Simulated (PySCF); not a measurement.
TMS-CHF2, C₄H₁₀F₂Si.
Numbering: `[CH3:1][Si:2]([CH3:3])([CH3:4])[CH:5]([F:6])[F:7]` (hydrogens: H8, H9, H10 on C1; H11, H12, H13 on C3; H14, H15, H16 on C4; H17 on C5)

Torsions of this conformer, `[CH3:1][Si:2]([CH3:3])([CH3:4])[CH:5]([F:6])[F:7]`: C1–Si2–C5–F6 58°.

The closed-shell ground state was solved at several levels (PySCF, density fitting, gas phase, non-relativistic). Isolated species at its PBE0-D3(BJ)/def2-TZVP geometry, gas phase.

```json
{"level": "KT3/pcSseg-2", "basis functions": "399", "total energy (Eh)": "-655.0340", "HOMO (eV)": "-6.75", "LUMO (eV)": "-0.54", "gap (eV)": "6.21", "dipole (D)": "2.41"}
{"level": "wB97X-D/pcSseg-2", "basis functions": "399", "total energy (Eh)": "-647.7168", "HOMO (eV)": "-9.99", "LUMO (eV)": "1.99", "gap (eV)": "11.98", "dipole (D)": "2.58"}
{"level": "B97-2/pcSseg-2", "basis functions": "399", "total energy (Eh)": "-647.7175", "HOMO (eV)": "-7.82", "LUMO (eV)": "0.37", "gap (eV)": "8.19", "dipole (D)": "2.54"}
```

Question: Estimate the row for PBE0/pcSseg-2, a basis of 399 functions; the other rows only guide the guess.

Answer: Total energy -647.3139 Eh, HOMO -8.08 eV, LUMO 0.32 eV, gap 8.40 eV, dipole 2.56 D.

Question: Over all these levels, which gives the widest orbital gap and which the narrowest?

Answer: wB97X-D/pcSseg-2 (range-separated hybrid) has the widest, 11.98 eV, and KT3/pcSseg-2 (GGA) the narrowest, 6.21 eV. From the narrowest to the widest the HOMO moves by -3.24 eV and the LUMO by +2.53 eV.

Question: In the pcSseg-2 basis, how does the gap go with the fixed share of exact exchange?

Answer: KT3 (0 %) 6.21 eV; B97-2 (21 %) 8.19 eV; PBE0 (25 %) 8.40 eV. Each rise in the share widens the gap here.

Question: How far do the dipole and the HOMO energy spread over the levels?

Answer: The dipole runs from 2.41 to 2.58 D (mean 2.52 D) and the HOMO from -9.99 to -6.75 eV.

Note: wB97X-D ran without an empirical dispersion term, which enters the total energy and its gradient alone.
